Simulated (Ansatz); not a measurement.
The cluster Ga₃As₄⁻. Charge -1, multiplicity 3. Geometry PBE0-D4/def2-SVP; atoms count from 1.

```csv
atom,x (Å),y (Å),z (Å)
Ga1,0.4360,0.5901,-2.3085
Ga2,1.5501,-0.6813,-0.0160
Ga3,-1.0432,-0.9574,1.3957
As4,-0.7082,-1.5793,-1.0502
As5,1.0001,0.2037,2.2527
As6,0.4011,1.7197,0.3882
As7,-1.6359,0.7045,-0.6620
```

The structure comes from a short search, and lower isomers may exist.

(1) Estimate the Mulliken populations from the PBE0/def2-SVP orbitals of Ansatz.

(2) Where does the spin sit?

(3) And the Mayer bond orders between heavy atoms (over 0.3)?

Answers

(1) 
```tsv
atom	charge (e)	spin (α − β)
Ga1	-0.02	0.10
Ga2	0.01	0.47
Ga3	0.06	0.47
As4	-0.30	0.30
As5	-0.30	0.41
As6	-0.20	0.05
As7	-0.25	0.19
```
Mulliken values depend strongly on the basis.

(2) Summed by element: Ga 1.05, As 0.95, of 2 unpaired in all. Largest on single atoms: Ga2 0.47, Ga3 0.47, As5 0.41.

(3) Ga1–As4 0.42 (2.76 Å); Ga1–As6 0.36 (2.92 Å); Ga1–As7 0.48 (2.65 Å); Ga2–As4 0.62 (2.64 Å); Ga2–As5 0.78 (2.50 Å); Ga2–As6 0.56 (2.69 Å); Ga3–As4 0.65 (2.55 Å); Ga3–As5 0.79 (2.50 Å); Ga3–As7 0.49 (2.71 Å); As4–As7 0.88 (2.50 Å); As5–As6 0.91 (2.48 Å); As6–As7 0.86 (2.51 Å).
